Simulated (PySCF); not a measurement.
**Ionisation energy of Zn by level of theory**

Zn [Ar] 3d10 4s2 (1S) → Zn+ [Ar] 3d10 4s1 (2S), as a difference of total energies. All numbers are calculated (PySCF 2.14, scalar relativity by spin-free X2C-1e, in aug-cc-pVTZ-DK (8s7p5d3f2g, 93 functions)). Correlated levels: valence: [Ar] frozen. The calculations carry no spin-orbit coupling.

```json
{"method": "UHF", "ionisation energy (eV)": "7.780"}
{"method": "MP2 (valence)", "ionisation energy (eV)": "9.179"}
{"method": "SCS-MP2 (valence)", "ionisation energy (eV)": "9.189"}
{"method": "CCSD (valence)", "ionisation energy (eV)": "9.194"}
{"method": "CCSD(T) (valence)", "ionisation energy (eV)": "9.332"}
```

Errors of the correlated levels include the incompleteness of this basis and the frozen core.

Task: Which method comes closest to the reference value, and which is furthest?

Result: The reference is 9.394 eV (measured; NIST Atomic Spectra Database, ionization energies). Closest: CCSD(T) (valence) (error -0.062 eV); furthest: UHF (error -1.614 eV).
